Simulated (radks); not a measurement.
Ionisation of the palladium ion Pd+, [Kr] 4d9, to [Kr] 4d8 as the strength of local exchange is varied. All-electron calculation, scalar-relativistic Kohn-Sham, Slater X-alpha exchange (alpha = 2/3 is LDA exchange), no correlation, spin-polarised, spherical densities, point nucleus; open shells are filled with parallel spins first (spin-orbit coupling, left out, can overturn this in heavy ions). Program: a radial shooting solver on a logarithmic mesh with Libxc functionals.

alpha  E(Pd+) (hartree)  exchange (hartree)  IE (eV)  -e of the level emptied (eV)  <r> of it (bohr)
0.667       -5036.55813          -134.44653   19.008                   13.128 (4d)             1.481
0.716       -5046.46379          -144.61193   19.784                   13.820 (4d)             1.464
0.748       -5052.94348          -151.27177   20.302                   14.285 (4d)             1.452
0.814       -5066.33447          -165.06053   21.398                   15.273 (4d)             1.430
0.95        -5094.04103          -193.69765   23.775                   17.438 (4d)             1.386
1.048       -5114.10023          -214.51955   25.586                   19.105 (4d)             1.357

NIST Atomic Spectra Database: 19.4 +/- 0.12 eV (semi-empirical). The Delta-SCF value meets it near alpha = 0.69. Open shells are spherical and high-spin; term and fine-structure splittings are not resolved.
